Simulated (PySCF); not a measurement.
Compound: C2H6GeOSi.
SMILES with atom numbers: `[CH:1]1=[CH:2][SiH2:3][GeH2:4][O:5]1` (hydrogens: H6 on C1; H7 on C2; H8, H9 on Si3; H10, H11 on Ge4)

Method: PySCF 2.14.0, PBE0-D3(BJ)/def2-SVP geometry optimisation, gas phase.

Give the optimised bond lengths and angles.

| bond | length (bohr) |
| --- | --- |
| C1=C2 | 2.561 |
| C2–Si3 | 3.505 |
| Si3–Ge4 | 4.491 |
| Ge4–O5 | 3.501 |
| C1–O5 | 2.516 |
| C1–H6 | 2.077 |
| C2–H7 | 2.065 |
| Si3–H8, Si3–H9 | 2.825 |
| Ge4–H10, Ge4–H11 | 2.905 |

Bonds in one row agree within 0.02 bohr and their mean is given. A selection of angles:
| angle | degrees |
| --- | --- |
| C2–C1–O5 | 126.7 |
| C2–C1–H6 | 121.5 |
| O5–C1–H6 | 111.9 |
| C1–C2–Si3 | 117.1 |
| C1–C2–H7 | 117.8 |
| Si3–C2–H7 | 125.1 |
| C2–Si3–Ge4 | 89.3 |
| C2–Si3–H8 | 115.8 |
| Ge4–Si3–H8 | 113.5 |
| H8–Si3–H9 | 108.2 |
| Si3–Ge4–O5 | 91.5 |
| Si3–Ge4–H10 | 120.6 |
| Si3–Ge4–H11 | 120.4 |
| O5–Ge4–H10 | 104.8 |
| H10–Ge4–H11 | 109.8 |
| C1–O5–Ge4 | 115.5 |

Torsions: O5–C1–C2–Si3 0° (synperiplanar); C1–C2–Si3–Ge4 0° (synperiplanar); C2–Si3–Ge4–O5 0° (synperiplanar); Si3–Ge4–O5–C1 0° (synperiplanar); C2–C1–O5–Ge4 0° (synperiplanar).

The 5 heavy atoms lie in one plane (0.003 Å rms). Si3 (SiH2 silicon) has angles from 89.3° to 115.8°. Ge4 (germanium bonded to O, Si and 2 H) has angles from 91.5° to 120.6°. The 5-membered ring C1–C2–Si3–Ge4–O5 has internal angles of 89.3° to 126.7°; it is planar, 0.00 Å rms from its mean plane, widest ring torsion 0°.

Point group: Cs (tolerance 0.08 Å). No frequency check.

The run took 47 s wall on one thread of an Arm Neoverse V1, shared host with 32 logical CPUs at a one-minute load of 19, and the process peaked at 0.52 GiB of memory. These figures are those of the optimisation.
